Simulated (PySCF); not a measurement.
## Structure from NMR data

An unknown has the formula C₆H₄BrF. Its calculated NMR data are:

¹H NMR (300 MHz, computed): δ 7.53 (dd, J = 10.1, 4.5 Hz, 2H), 7.09 (dd, J = 10.1, 8.3 Hz, 2H).

¹³C{¹H} NMR (computed): δ 169.3 (d, J = 316.5 Hz), 139.5 (d, J = 5.0 Hz, 2C), 136.2, 121.9 (d, J = 20.3 Hz, 2C).

No solvent, a single conformation, rapidly exchanging positions averaged, relativity neglected. Coordinates at the PBE0-D3(BJ)/def2-SVP level; σ from GIAO-PBE0/pcSseg-1; couplings computed with B3LYP/pcJ-1 (pcSseg-1 on Br) (spin–dipole term only in couplings to heteroatoms); PySCF 2.14.0 with density-fitted response routines.

δ = σ(ref) − σ, references computed at the same level: TMS for ¹H (31.27 ppm), ¹³C (184.41 ppm).

Task: What is the structure?

Result: 
1. Rings plus π bonds: 4 (1 ring in the answer).
2. 4 carbon signals for 6 carbons: some carbons are equivalent by symmetry or fast rotation.
3. Carbon types of the structure: 2 × C, 4 × CH, which accounts for all hydrogens.
4. δC 169.3: aromatic carbon bearing fluorine; the electronegative substituent deshields the carbon that carries it.
5. δC 139.5, 121.9: aromatic CH.
6. δC 136.2: aromatic carbon bearing bromine.
7. δH 7.53, 7.09: hydrogen on an aromatic CH; the ring current deshields protons in the ring plane.
8. The protons at 7.09 and 7.53 share a coupling of 10.1 Hz (vicinal, an ortho-type coupling).

The compound is 4-bromo-1-fluorobenzene (SMILES Fc1ccc(Br)cc1).

The shifts were computed for this structure.

The calculation has no spin–orbit term, so carbons bonded to Br come out too deshielded (the heavy-atom effect is absent). C–F couplings over four or more bonds (about 3 Hz to the para carbon of a fluoroarene) are left out. Common functionals overestimate the size of one-bond C–F couplings by tens of Hz; these are unscaled. Multiplet labels drop couplings under 1 Hz and merge nearly equal ones. Couplings among chemically equivalent protons are left out too, so labels in AA′BB′ or AA′XX′ sets are apparent multiplicities. Unscaled 3J(H,H) at this level run about 10 % above measured values. Shifts are as computed. Against solution values, carbons near 30 ppm lie about +2 ppm off and those near 130 ppm about +5 ppm; carbons on Br a further +13 ppm. Of 1211 compounds with measured shifts, 218 miss one by over three times the rms of a fit or turn the order of signals round; such compounds aren't used in these exercises.
